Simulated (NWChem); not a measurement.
System: germanium monoxide (GeO, singlet); SMILES [Ge]=[O]

Input file for NWChem:

```
start job
memory heap 200 mb stack 900 mb global 1100 mb
geometry units angstroms noautoz
  Ge     0.000000     0.000000     0.339057
  O      0.000000     0.000000    -1.284500
end
basis spherical
  * library def2-svp
end
dft
  xc pbe0
  iterations 150
  mulliken
end
task dft energy
```

Output (shortened):

```
             Northwest Computational Chemistry Package (NWChem) 7.3.0
             --------------------------------------------------------

 ORDER OF PRIMARY AXIS IS BEING SET TO 4
 C4V symmetry detected

                             Geometry "geometry" -> ""
                             -------------------------

 Output coordinates in angstroms (scale by  1.889725989 to convert to a.u.)

  No.       Tag          Charge          X              Y              Z
 ---- ---------------- ---------- -------------- -------------- --------------
    1 Ge                  32.0000     0.00000000     0.00000000     0.32471140
    2 O                    8.0000     0.00000000     0.00000000    -1.29884560

 Effective nuclear repulsion energy (a.u.)      83.4398642881

      Symmetry information
      --------------------

 Group name             C4v
 Group number             18
 Group order               8
 No. of unique centers     2

                                 NWChem DFT Module
                                 -----------------

 Summary of "ao basis" -> "ao basis" (spherical)
 ------------------------------------------------------------------------------
       Tag                 Description            Shells   Functions and Types
 ---------------- ------------------------------  ------  ---------------------
 Ge                         def2-svp                12       32   5s4p3d
 O                          def2-svp                 6       14   3s2p1d

      Symmetry analysis of basis
      --------------------------

        a1         18
        a2          0
        b1          4
        b2          4
        e          20

            General Information
            -------------------
          SCF calculation type: DFT
          Wavefunction type:  closed shell.
          No. of atoms     :     2
          No. of electrons :    40
           Alpha electrons :    20
            Beta electrons :    20
          Charge           :     0
          Spin multiplicity:     1
          Use of symmetry is: on ; symmetry adaption is: on
          Maximum number of iterations: 150
          AO basis - number of functions:    46
                     number of shells:    18
          Convergence on energy requested:  1.00D-06
          Convergence on density requested:  1.00D-05
          Convergence on gradient requested:  5.00D-04

              XC Information
              --------------
                         PBE0 Method XC Functional
                     Hartree-Fock (Exact) Exchange  0.250
          PerdewBurkeErnzerhof Exchange Functional  0.750
            Perdew 1991 LDA Correlation Functional  1.000 local
           PerdewBurkeErnz. Correlation Functional  1.000 non-local

             Grid Information
             ----------------
          Grid used for XC integration:  medium
          Radial quadrature: Mura-Knowles
          Angular quadrature: Lebedev.
          Tag              B.-S. Rad. Rad. Pts. Rad. Cut. Ang. Pts.
          ---              ---------- --------- --------- ---------
          Ge                  1.25      112           6.0       590
          O                   0.60       49           7.0       434
          Grid pruning is: on
          Number of quadrature shells:   161
          Spatial weights used:  Erf1

      Superposition of Atomic Density Guess
      -------------------------------------

 Sum of atomic energies:       -2149.73464424

      Non-variational initial energy
      ------------------------------

 Total energy =   -2149.713766
 1-e energy   =   -3164.050067
 2-e energy   =     930.896437
 HOMO         =      -0.349091
 LUMO         =      -0.028556

      Symmetry analysis of molecular orbitals - initial
      -------------------------------------------------

 !! scf_movecs_sym_adapt:    8 vectors were symmetry contaminated

  Symmetry fudging

 !! scf_movecs_sym_adapt:    8 vectors were symmetry contaminated

  Numbering of irreducible representations:

     1 a1          2 a2          3 b1          4 b2          5 e

  Orbital symmetries:

     1 a1          2 a1          3 a1          4 e           5 e
     6 a1          7 a1          8 a1          9 e          10 e
    11 a1         12 e          13 e          14 b1         15 b2
    16 a1         17 a1         18 e          19 e          20 a1
    21 e          22 e          23 a1         24 a1         25 e
    26 e          27 a1         28 b1         29 b2         30 e

     ---------------------------------------------
      Total Density - Mulliken Population Analysis
     ---------------------------------------------

    Atom       Charge   Shell Charges
 -----------   ------   -------------------------------------------------------
    1 Ge  32    30.75   2.00  2.00  2.00  1.32  0.64  6.00  5.98  0.47  0.27  8.15  1.80  0.13
    2 O    8     9.25   1.99  1.16  0.73  3.20  2.16  0.01

   convergence    iter        energy       DeltaE   RMS-Dens  Diis-err
 ---------------- ----- ----------------- --------- --------- ---------
 d= 0,ls=0.0,diis     1  -2151.3713836758 -2.23D+03  6.60D-02  1.26D+00
 d= 0,ls=0.0,diis     2  -2148.5651026923  2.81D+00  5.20D-02  1.83D+01
 d= 0,ls=0.0,diis     3  -2151.5572460778 -2.99D+00  2.49D-03  2.72D-02
 d= 0,ls=0.0,diis     4  -2151.5585374721 -1.29D-03  7.74D-04  8.70D-03
 d= 0,ls=0.0,diis     5  -2151.5589057797 -3.68D-04  2.57D-04  1.31D-03
  Resetting Diis
 d= 0,ls=0.0,diis     6  -2151.5590292403 -1.23D-04  1.90D-04  2.82D-04
 d= 0,ls=0.0,diis     7  -2151.5590630803 -3.38D-05  6.01D-05  2.32D-06
 d= 0,ls=0.0,diis     8  -2151.5590608295  2.25D-06  4.75D-05  2.30D-05
 d= 0,ls=0.0,diis     9  -2151.5590633377 -2.51D-06  8.46D-07  3.21D-09
 d= 0,ls=0.0,diis    10  -2151.5590633380 -2.71D-10  3.95D-07  6.20D-10

         Total DFT energy =    -2151.559063338003
      One electron energy =    -3164.221613019159
           Coulomb energy =     1016.476354342750
    Exchange-Corr. energy =      -87.253668949650
 Nuclear repulsion energy =       83.439864288056

 Numeric. integr. density =       39.999996389948

                  Occupations of the irreducible representations
                  ----------------------------------------------

                     irrep           alpha         beta
                     --------     --------     --------
                     a1               10.0         10.0
                     a2                0.0          0.0
                     b1                1.0          1.0
                     b2                1.0          1.0
                     e                 8.0          8.0

                       DFT Final Molecular Orbital Analysis
                       ------------------------------------

 Vector   18  Occ=2.000000D+00  E=-3.247464D-01  Symmetry=e
              MO Center= -1.8D-16,  3.8D-16, -9.9D-01, r^2= 1.2D+00
   Bfn.  Coefficient  Atom+Function         Bfn.  Coefficient  Atom+Function
  ----- ------------  ---------------      ----- ------------  ---------------
    37     -0.400139  2 O  py                36      0.382490  2 O  px
    40     -0.284240  2 O  py                39      0.271703  2 O  px
    13     -0.166163  1 Ge py                12      0.158835  1 Ge px
    16     -0.147973  1 Ge py                15      0.141446  1 Ge px
    10      0.095463  1 Ge py                 9     -0.091252  1 Ge px

 Vector   19  Occ=2.000000D+00  E=-3.247464D-01  Symmetry=e
              MO Center=  7.7D-16,  2.6D-16, -9.9D-01, r^2= 1.2D+00
   Bfn.  Coefficient  Atom+Function         Bfn.  Coefficient  Atom+Function
  ----- ------------  ---------------      ----- ------------  ---------------
    36      0.400139  2 O  px                37      0.382490  2 O  py
    39      0.284240  2 O  px                40      0.271703  2 O  py
    12      0.166163  1 Ge px                13      0.158835  1 Ge py
    15      0.147973  1 Ge px                16      0.141446  1 Ge py
     9     -0.095463  1 Ge px                10     -0.091252  1 Ge py

 Vector   20  Occ=2.000000D+00  E=-3.103668D-01  Symmetry=a1
              MO Center= -1.9D-16, -6.1D-16, -2.3D-01, r^2= 2.4D+00
   Bfn.  Coefficient  Atom+Function         Bfn.  Coefficient  Atom+Function
  ----- ------------  ---------------      ----- ------------  ---------------
    38      0.476703  2 O  pz                14     -0.351264  1 Ge pz
     5     -0.332252  1 Ge s                 41      0.320417  2 O  pz
     4     -0.286725  1 Ge s                 11      0.203557  1 Ge pz
     3      0.182942  1 Ge s                 17     -0.151373  1 Ge pz
    35     -0.087836  2 O  s                 20     -0.077604  1 Ge d  0

 Vector   21  Occ=0.000000D+00  E=-6.846689D-02  Symmetry=e
              MO Center= -4.3D-16, -1.2D-15,  1.9D-01, r^2= 2.8D+00
   Bfn.  Coefficient  Atom+Function         Bfn.  Coefficient  Atom+Function
  ----- ------------  ---------------      ----- ------------  ---------------
    16      0.518803  1 Ge py                15     -0.407389  1 Ge px
    13      0.331409  1 Ge py                12     -0.260238  1 Ge px
    37     -0.250835  2 O  py                40     -0.243605  2 O  py
    36      0.196968  2 O  px                39      0.191290  2 O  px
    10     -0.180852  1 Ge py                 9      0.142014  1 Ge px

 Vector   22  Occ=0.000000D+00  E=-6.846689D-02  Symmetry=e
              MO Center= -6.9D-16,  1.3D-15,  1.9D-01, r^2= 2.8D+00
   Bfn.  Coefficient  Atom+Function         Bfn.  Coefficient  Atom+Function
  ----- ------------  ---------------      ----- ------------  ---------------
    15      0.518803  1 Ge px                16      0.407389  1 Ge py
    12      0.331409  1 Ge px                13      0.260238  1 Ge py
    36     -0.250835  2 O  px                39     -0.243605  2 O  px
    37     -0.196968  2 O  py                40     -0.191290  2 O  py
     9     -0.180852  1 Ge px                10     -0.142014  1 Ge py

[...]
```

Level: PBE0/def2-SVP. Low-valent species are run as closed-shell singlets; no triplet was tried in these runs. Structure relaxed at the PBE0/def2-SVP level.
